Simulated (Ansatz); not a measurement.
SbH₂Br, relaxed as a singlet with RKS r2SCAN-D4/def2-TZVP in Ansatz, starting from the GFN2-xTB geometry. Force threshold 0.02 eV/Å.

In the def2 sets Sb takes a core potential; there is no spin–orbit coupling.

Start:

```
atom   x (Å)   y (Å)   z (Å)
 Sb1  -0.168  -0.107   0.856
  H2   0.727   1.240   0.314
  H3  -1.408   0.362  -0.217
 Br4   0.848  -1.495  -0.952
```

```json
{"step": "1", "energy (eV)": "-76619.3959", "largest force component (eV/Å)": "0.427", "SCF passes": "16"}
{"step": "2 (rejected)", "energy (eV)": "-76619.3677", "largest force component (eV/Å)": "0.460", "SCF passes": "20"}
{"step": "3", "energy (eV)": "-76619.4322", "largest force component (eV/Å)": "0.039", "SCF passes": "20"}
{"step": "4", "energy (eV)": "-76619.4323", "largest force component (eV/Å)": "0.029", "SCF passes": "22"}
{"step": "5", "energy (eV)": "-76619.4324", "largest force component (eV/Å)": "0.004", "SCF passes": "23"}
```

Force components are those of the run's own axes.

End:

Cartesian coordinates in Å:
```
Sb -0.155 -0.109 0.807
H 0.726 1.288 0.350
H -1.455 0.393 -0.191
Br 0.884 -1.572 -0.966
```

By distances, no bond broke or formed. The bond that changes most is Sb1–Br4, from 2.50 to 2.52 Å (atoms count from 1).

No frequencies were taken in this run, so the end may be a saddle point.

Run time 5.5 s (4 threads of Arm Neoverse V1 on a shared host).
